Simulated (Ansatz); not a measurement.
Geometry optimisation, Ansatz 0.2.0, UKS PBE-D4/def2-SVP.

Input:

```yaml
crystal:
  periodic: [false, false, false]
  atoms:
    - { symbol: O, position_ang: [-0.7211, 1.5263, -1.4594] }
    - { symbol: Sn, position_ang: [-0.0684, 0.3958, -0.0394] }
    - { symbol: S, position_ang: [2.2157, -0.1256, -0.5047] }
    - { symbol: S, position_ang: [-1.2754, -1.6341, 0.0316] }
    - { symbol: H, position_ang: [-1.7279, 1.6696, -1.2716] }
    - { symbol: H, position_ang: [-0.1865, 1.2352, 1.5016] }
    - { symbol: H, position_ang: [2.3541, -0.9661, 0.6386] }
    - { symbol: H, position_ang: [-0.4983, -2.1583, 1.0476] }
magnetization:
  spin_polarized: true
basis:
  gaussian: { orbitals: def2-SVP }
hamiltonian:
  xc: pbe
  dispersion: d4
relax:
  f_tol: 0.02
  max_steps: 50
```

Run as:

```bash
$ ansatz run input.yaml --threads 2 --pin off --max-ram 3072MiB --backend cpu --events-out ev --progress --plain --runs-dir out
```

Question: Where does it end, and by what steps?

Answer: The forces met the threshold. The force dipped under the threshold on the way, but the program's further checks kept it going. After 30 steps the energy has fallen by 0.464 eV; H8 moved furthest, 1.23 Å.

```json
{"step": "0", "energy less start (eV)": "0.0000", "largest force component (eV/Å)": "2.818", "accepted": "yes"}
{"step": "2", "energy less start (eV)": "-0.2778", "largest force component (eV/Å)": "0.960", "accepted": "yes"}
{"step": "4", "energy less start (eV)": "-0.3166", "largest force component (eV/Å)": "0.172", "accepted": "yes"}
{"step": "6", "energy less start (eV)": "-0.3262", "largest force component (eV/Å)": "1.011", "accepted": "no"}
{"step": "8", "energy less start (eV)": "-0.3468", "largest force component (eV/Å)": "0.316", "accepted": "yes"}
{"step": "10", "energy less start (eV)": "-0.3354", "largest force component (eV/Å)": "1.181", "accepted": "no"}
{"step": "12", "energy less start (eV)": "-0.3748", "largest force component (eV/Å)": "0.168", "accepted": "yes"}
{"step": "14", "energy less start (eV)": "-0.2835", "largest force component (eV/Å)": "1.906", "accepted": "no"}
{"step": "16", "energy less start (eV)": "-0.4032", "largest force component (eV/Å)": "0.199", "accepted": "yes"}
{"step": "18", "energy less start (eV)": "-0.4393", "largest force component (eV/Å)": "0.086", "accepted": "yes"}
{"step": "20", "energy less start (eV)": "-0.4450", "largest force component (eV/Å)": "0.049", "accepted": "yes"}
{"step": "22", "energy less start (eV)": "-0.4200", "largest force component (eV/Å)": "1.373", "accepted": "no"}
{"step": "24", "energy less start (eV)": "-0.4564", "largest force component (eV/Å)": "0.089", "accepted": "yes"}
{"step": "26", "energy less start (eV)": "-0.4600", "largest force component (eV/Å)": "0.185", "accepted": "yes"}
{"step": "28", "energy less start (eV)": "-0.4634", "largest force component (eV/Å)": "0.051", "accepted": "yes"}
{"step": "30", "energy less start (eV)": "-0.4637", "largest force component (eV/Å)": "0.005", "accepted": "yes"}
```

```xyz
8
Properties=species:S:1:pos:R:3
O -1.064 1.578 -0.907
Sn 0.022 0.385 0.285
S 2.319 0.315 -0.541
S -0.704 -1.949 0.205
H -1.009 1.264 -1.831
H -0.221 1.110 1.831
H 2.393 -1.020 -0.269
H -1.645 -1.741 1.171
```

Time of the run: 28 s on 2 threads of AMD EPYC 9R45 96-Core Processor (Zen 5), on a shared host, peak memory 0.19 GiB.
